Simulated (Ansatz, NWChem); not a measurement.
**Heat of formation of CH2Br2 (dibromomethane) from total energies**

The species is CH2Br2 (5 atoms), meant as a singlet with charge 0. SMILES: `BrCBr`. The coordinates come from a PBE0-D4/def2-TZVP relaxation.

Total energies at PBE/def2-SVPD (NWChem 7.3.0); the atoms run unrestricted:

```tsv
species	state	energy (Eh)
CH2Br2	singlet	-5186.143318
Br	doublet	-2573.411945
C	triplet	-37.752188
H	doublet	-0.498629
```

Harmonic wavenumbers at PBE0-D4/def2-TZVP, in cm⁻¹: 172, 600, 670, 820, 1123, 1219, 1434, 3147, 3234.

Measured heats of formation of the gaseous atoms at 298.15 K, in kJ/mol: Br 111.9, C 716.9, H 218.0. Spin-orbit lowering of the atoms at 298 K (mean of the ground term's levels less their thermal mean, from spectra), in kJ/mol: Br 14.69, C 0.02. Take 1 Eh = 2625.50 kJ/mol, 1 cm⁻¹ = 0.0119627 kJ/mol, RT = 2.479 kJ/mol.

Q: Work out the heat of formation of the gas at 298 K.

A: 
1. Electronic atomisation energy: 2 × (-2573.411945) + (-37.752188) + 2 × (-0.498629) − (-5186.143318) = 0.569982 Eh = 1496.5 kJ/mol.
2. Zero-point energy: half the sum of the wavenumbers, 6209.5 cm⁻¹ = 74.3 kJ/mol.
3. Thermal vibrational enthalpy, Σ hcν̃/(exp(hcν̃/kT) − 1): 2.6 kJ/mol. Translation, rotation and pV of a non-linear molecule: 4 RT = 9.9 kJ/mol.
4. The 5 free atoms carry 5/2 RT each: 31.0 kJ/mol.
5. Spin-orbit coupling lowers the free atoms by 2 × 14.69 + 0.02 = 29.4 kJ/mol.
6. Atomisation enthalpy at 298 K: 1496.5 − 29.4 − 74.3 − 2.6 − 9.9 + 31.0 = 1411.3 kJ/mol.
7. Sum of the atoms' heats of formation: 1376.7 kJ/mol. Heat of formation: 1376.7 − 1411.3 = -34.6 kJ/mol.

The tabulated value is +3.1 kJ/mol (Active Thermochemical Tables), so this level is off by -37.7 kJ/mol, or 2.7 % of the atomisation enthalpy that the table implies (1373.5 kJ/mol). Gradient-corrected functionals often overbind somewhat. Relativity is left out. Anharmonicity and any spin-orbit splitting of the molecule are left out.
